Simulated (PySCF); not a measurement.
**I+: excitation energy**

I+ [Kr] 4d10 5s2 5p4 (3P) → I+ [Kr] 4d10 5s2 5p3 5d1 (5D), as a difference of total energies. All numbers are calculated (PySCF 2.14, scalar relativity by spin-free X2C-1e, in aug-cc-pVTZ-DK3 (8s7p5d2f, 68 functions)). Correlated levels: valence: [Kr] 4d10 frozen. The calculations carry no spin-orbit coupling.

```json
{"method": "UHF", "excitation energy (cm⁻¹)": "76883"}
{"method": "LDA", "excitation energy (cm⁻¹)": "82576"}
{"method": "PBE", "excitation energy (cm⁻¹)": "79845"}
{"method": "PBE0", "excitation energy (cm⁻¹)": "80559"}
{"method": "r2SCAN", "excitation energy (cm⁻¹)": "81465"}
{"method": "TPSSh", "excitation energy (cm⁻¹)": "80902"}
{"method": "r2SCANh", "excitation energy (cm⁻¹)": "81574"}
{"method": "M06-L", "excitation energy (cm⁻¹)": "80981"}
{"method": "B3LYP", "excitation energy (cm⁻¹)": "82694"}
{"method": "MP2 (valence)", "excitation energy (cm⁻¹)": "80158"}
{"method": "SCS-MP2 (valence)", "excitation energy (cm⁻¹)": "81402"}
```

Errors of the correlated levels include the incompleteness of this basis and the frozen core.

For comparison: 83075 cm⁻¹ (measured; NIST levels, between the centres of gravity of the two terms).
